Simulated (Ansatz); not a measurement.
Two isomers of C2H8GeSi: A = `[GeH3][CH]1C[SiH2]1`, B = `C[SiH]1[CH2][GeH2]1`.

Calculated with Ansatz (gas phase, PBE0-D4/def2-TZVP geometries, no zero-point term in ΔE). CCSD(T)/CBS is the MP2 limit (def2-TZVPP, def2-QZVPP) plus CCSD(T) − MP2 in def2-TZVPP, frozen cores. DFT in def2-TZVPP. B3LYP here is the variant with VWN-RPA as its local correlation; programs differ in this. For Ge outer-core shells are correlated without core-valence functions, which leaves a few kJ/mol of doubt a bond. Scalar relativity is left out up to krypton.

Question: Which isomer does CCSD(T)/CBS put lower? Give the gap. (Estimate.)

Answer: The calculation gave: B, by 63.2 kJ/mol.

Question: Give E(B) − E(A) in kJ/mol with ωB97M-V, CCSD/def2-TZVPP, B3LYP, B2PLYP, MP2/def2-TZVPP, PBE-D4, PBE0-D4. (Estimate.)

Answer: Ansatz gave: ωB97M-V -60.0, CCSD/def2-TZVPP -56.9, B3LYP -64.7, B2PLYP -61.6, MP2/def2-TZVPP -56.3, PBE-D4 -69.7, PBE0-D4 -67.5. None reverses the order clearly.

Largest T1 diagnostic: 0.011.

In def2-TZVPP, CCSD(T) changes the Hartree–Fock value by −7.1 kJ/mol (the triples alone add −1.1 kJ/mol) and MP2 by −5.4 kJ/mol.
